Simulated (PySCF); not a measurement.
C₂H₈BN₃, SMILES N1B(N)NCC1. Heavy atoms are numbered as in [NH2:1][B:2]1[NH:3][CH2:4][CH2:5][NH:6]1. Hydrogens are named by the atom that carries them.

The structure is a stationary point at B3LYP-D3(BJ)/def2-SVP. This is a generated structure with no PubChem entry under its InChIKey; it may be hypothetical. One conformer was computed; it need not be the lowest.

Level of theory: PySCF with CAM-B3LYP/def2-TZVP.

ESP charges are fitted to the potential on shells at 1.4 to 2.0 van der Waals radii. Atomic charges (e), one atom of each kind:

```csv
atom,ESP fit,IAO
N1 (NH2),-1.33,-0.63
B2,0.87,0.36
N3 (NH),-0.71,-0.49
C4 (CH2),0.01,-0.13
H on N1,0.47,0.27
H on N3,0.34,0.25
H on C4,0.06,0.11
```

Computed Mayer and Wiberg (Löwdin basis) orders of the bonds:
```csv
bond,Mayer,Wiberg
N1–B2,1.23,1.74
B2–N3,1.21,1.53
N3–C4,0.98,1.27
C4–C5,1.01,1.18
B2–N6,1.21,1.53
C5–N6,0.98,1.27
```
